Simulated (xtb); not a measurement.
C₂H₆BFO₂, SMILES OCB(F)CO. All values are semi-empirical tight-binding results from xtb (GFN2-xTB unless named), good for trends rather than for accurate numbers. The structure is a stationary point at GFN2-xTB. The structure was generated by enumeration, and PubChem lists no compound with its InChIKey, so it may never have been made. The values are those of a single conformer.

Optimised geometry:

Bond lengths (Å): O1–C2 1.421, O1–H7 0.963, C2–B3 1.585, C2–H8 1.105, C2–H9 1.094, B3–F4 1.327, B3–C5 1.585, C5–O6 1.421, C5–H10 1.105, C5–H11 1.094, O6–H12 0.963. Bond angles (°): C2–O1–H7 109.0, O1–C2–B3 115.5, O1–C2–H8 108.8, O1–C2–H9 106.0, B3–C2–H8 108.4, B3–C2–H9 112.4, H8–C2–H9 105.3, C2–B3–F4 117.6, C2–B3–C5 124.7, F4–B3–C5 117.6, B3–C5–O6 115.5, B3–C5–H10 108.4, B3–C5–H11 112.4, O6–C5–H10 108.8, O6–C5–H11 106.0, H10–C5–H11 105.3, C5–O6–H12 109.0.

The point group as xtb finds it comes out as C2. The orbital gap comes out as 4.16 eV, the dipole moment is 0.06 D and the zero-point energy comes out as 54.1 kcal/mol. The G − E(el) at 298.15 K (modified RRHO) is 34.2 kcal/mol, the static polarisability (D4 model) is 49.4 bohr³ and the solvation energy, GFN2-xTB/ALPB(water) is -8.1 kcal/mol. The solvation energy, GFN2-xTB/ALPB(toluene) is -5.4 kcal/mol.

Question: Give the IR lines (harmonic; lines under 4 % of the strongest left out, lines within 3 cm⁻¹ merged). (The exact figures need the calculation; the answer reports its results.)

Answer: ν (cm⁻¹): 205 (m), 250 (s), 831 (m), 998 (s), 1065 (w), 1158 (m), 1233 (w), 1240 (m), 1272 (vs), 1335 (m), 1445 (w), 2810 (m), 2953 (w), 3553 (w) (against the strongest line: vs over 80 %, s over 45 %, m over 15 %, w over 4 %, vw less)

Computed atomic charges and the Wiberg bond orders between heavy atoms:
charges (e) O1 -0.44, C2 -0.02, B3 0.36, F4 -0.26, C5 -0.02, O6 -0.44, H7 0.29, H8 0.05, H9 0.06, H10 0.05, H11 0.06, H12 0.29. Bond orders O1–C2 1.00, C2–B3 1.02, B3–F4 1.10, B3–C5 1.02, C5–O6 1.00.
